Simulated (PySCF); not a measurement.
C₂H₉FOSi₂.

```xyz
15

C     -1.6682    -1.6128    -0.7016
Si    -0.7461    -0.0870    -0.1929
C     -1.5821     0.9169     1.1290
F     -0.5729     0.8796    -1.5013
O      0.7791    -0.5137     0.2861
Si     2.2575     0.1983     0.5467
H     -2.6777    -1.3626    -1.0642
H     -1.1311    -2.1376    -1.5069
H     -1.7688    -2.3047     0.1497
H     -0.9954     1.8199     1.3618
H     -1.6892     0.3303     2.0555
H     -2.5860     1.2371     0.8075
H      3.0421     0.2476    -0.7180
H      2.0752     1.5875     1.0635
H      2.9956    -0.6077     1.5565
```
Charge 0, spin multiplicity 1.

The structure is a stationary point at ωB97X-D3(BJ)/def2-SVP. The values are those of a single conformer.

Method: KT2/pcSseg-1 (PySCF). Non-relativistic, no solvent.

Computed absolute GIAO shielding of each atom: isotropic value and principal components (ppm):
```json
[
 {"atom": "C1", "σ(iso)": "184.2", "σ11": "177.2", "σ22": "181.1", "σ33": "194.2", "span": "17.0"},
 {"atom": "Si2", "σ(iso)": "347.7", "σ11": "318.9", "σ22": "330.9", "σ33": "393.5", "span": "74.6"},
 {"atom": "C3", "σ(iso)": "185.1", "σ11": "177.1", "σ22": "185.0", "σ33": "193.3", "span": "16.1"},
 {"atom": "F4", "σ(iso)": "304.5", "σ11": "242.5", "σ22": "320.6", "σ33": "350.4", "span": "107.9"},
 {"atom": "O5", "σ(iso)": "273.3", "σ11": "215.5", "σ22": "283.1", "σ33": "321.3", "span": "105.9"},
 {"atom": "Si6", "σ(iso)": "398.8", "σ11": "350.4", "σ22": "366.0", "σ33": "479.9", "span": "129.5"},
 {"atom": "H7", "σ(iso)": "31.1", "σ11": "27.0", "σ22": "28.6", "σ33": "37.7", "span": "10.6"},
 {"atom": "H8", "σ(iso)": "30.8", "σ11": "26.6", "σ22": "28.3", "σ33": "37.6", "span": "11.0"},
 {"atom": "H9", "σ(iso)": "31.1", "σ11": "27.2", "σ22": "28.8", "σ33": "37.2", "span": "10.0"},
 {"atom": "H10", "σ(iso)": "30.8", "σ11": "26.4", "σ22": "28.8", "σ33": "37.1", "span": "10.6"},
 {"atom": "H11", "σ(iso)": "31.2", "σ11": "27.6", "σ22": "28.7", "σ33": "37.4", "span": "9.8"},
 {"atom": "H12", "σ(iso)": "31.1", "σ11": "27.1", "σ22": "28.5", "σ33": "37.7", "span": "10.7"},
 {"atom": "H13", "σ(iso)": "26.0", "σ11": "22.5", "σ22": "24.3", "σ33": "31.2", "span": "8.7"},
 {"atom": "H14", "σ(iso)": "26.0", "σ11": "22.4", "σ22": "25.0", "σ33": "30.5", "span": "8.2"},
 {"atom": "H15", "σ(iso)": "26.2", "σ11": "22.9", "σ22": "24.3", "σ33": "31.4", "span": "8.4"}
]
```
